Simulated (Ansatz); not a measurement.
Basis-set extrapolation for CH4BFOSi (PBE0-D4/def2-TZVP geometry, frozen core, Ansatz). Multiplicity 1, RHF reference.

```json
{"": "HF", "def2-TZVPP": "-528.260522", "def2-QZVPP": "-528.280810"}
{"": "MP2 correlation", "def2-TZVPP": "-0.861969", "def2-QZVPP": "-0.930887"}
{"": "CCSD(T) correlation", "def2-TZVPP": "-0.924565", "def2-QZVPP": "not run"}
```

Energies in hartree. Use E(X) = E(∞) + A·exp(−7.88·√X) for Hartree–Fock and E(X) = E(∞) + B·X^(−2.97) for correlation, with X = 3 and 4, and add CCSD(T) minus MP2 of the smaller set to the MP2 limit.

Task: What is the CCSD(T) energy at the basis-set limit?

Result: HF limit: -528.280810 + (-0.020288) × 0.13774 = -528.28360. MP2 limit: -0.930887 + (-0.068918) × 0.74074 = -0.98194. Higher-order term: -0.924565 − (-0.861969) = -0.06260. Total: -529.32814 hartree, 3.89 eV below CCSD(T)/def2-TZVPP.
